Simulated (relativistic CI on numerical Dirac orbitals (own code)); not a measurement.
## One change at a time: Rh¹¹⁺

Base calculation: Dirac-Coulomb-Breit CI, separate exchange-only KLI orbitals for each configuration, QED by a radiative potential, unscaled Slater integrals.

Configurations in the expansion (outside the closed core [Ar] 3d10): 4s²4p⁴, 4s4p⁵, 4p⁶, 4s²4p³4d, 4s4p⁴4d, 4s²4p³4f, 4s4p⁴4f, 4p⁵4d, 4s²4p³5s, 4s4p³4d², 4s²4p³5p, 4s²4p²4d4f, 4p⁴4d², 4p³4d³, 4p³4d²4f, 4p³4d²5s. Double excitations out of closed p, d and f shells are left out; levels of such configurations are missing from the list, as are those of other unlisted configurations, and high levels can miss mixing partners. These lack a partner that the ground configuration has and come out too high: 4s²4p³5p.

Variants: (1) valence Slater integrals scaled by 0.9; (2) configuration mixing switched off; (3) one mean potential for all configurations. Shifts of the energy above 4s²4p⁴ ³P2, in cm⁻¹, for the lowest level and the first level of each name with at least 55 % of one term (blank where a level changes its place among those of its configuration and J or its character, or is not in the variant):

| Level | Base | Δ(1) | Δ(2) | Δ(3) |
| --- | --- | --- | --- | --- |
| 4s²4p⁴ ³P2 | 0 | 0 | 0 | 0 |
| 4s²4p⁴ ³P0 | 25838 | -1578 | -1193 | -21 |
| 4s²4p⁴ ³P1 | 34631 | +425 | +173 | -9 |
| 4s²4p⁴ ¹D2 | 53586 | -1517 | +1718 | -7 |
| 4s²4p⁴ ¹S0 | 112464 | -4586 | -1568 | -72 |
| 4s4p⁵ ³P°2 | 285126 | +7491 | +41215 | +64 |
| 4s4p⁵ ³P°1 | 305135 | +7171 | +43806 | +64 |
| 4s4p⁵ ³P°0 | 323198 | +7719 | +43431 | +69 |
| 4s4p⁵ ¹P°1 | 370645 | +3573 | +70217 | +62 |
| 4s²4p³4d ⁵D°0 | 400645 | +6440 | +4683 | +40 |
| 4s²4p³4d ⁵D°2 | 400932 | +6115 | +5071 | +33 |
| 4s²4p³4d ⁵D°3 | 401396 | +6236 | +5249 | +36 |
| 4s²4p³4d ⁵D°1 | 402303 | +6632 | +4142 | +46 |
| 4s²4p³4d ⁵D°4 | 406089 | +6395 | +4673 | +44 |
| 4s²4p³4d ³D°3 | 432204 | +5324 | +8302 | +52 |
| 4s²4p³4d ³D°1 | 433828 | +5312 | +9975 | +58 |
| 4s²4p³4d ¹S°0 | 436901 | +4991 | +14017 | +75 |
| 4s²4p³4d ³F°2 | 437545 | +4685 | +8587 | +40 |
| 4s²4p³4d ³F°3 | 442923 | +4469 | +8588 | +38 |
| 4s²4p³4d ³F°4 | 451551 | +3801 | +7033 | +24 |
| 4s²4p³4d ³G°3 | 452418 | +2098 | +7772 | -26 |
| 4s²4p³4d ¹G°4 | 467896 | +2048 | +8668 | -13 |

At this charge energies of transitions that change n are usually good to better than 1 %, and those within a shell (Δn = 0) to a few per cent.

Ionisation energy from the two ground configurations alone: base 251.753 eV; valence Slater integrals scaled by 0.9 251.953 eV. The NIST ASD value (theoretical) is 252.1 eV.

LS names give the leading component of a level, which can be under half, so a name can repeat, a term be missing and a line seem to break the LS rules.
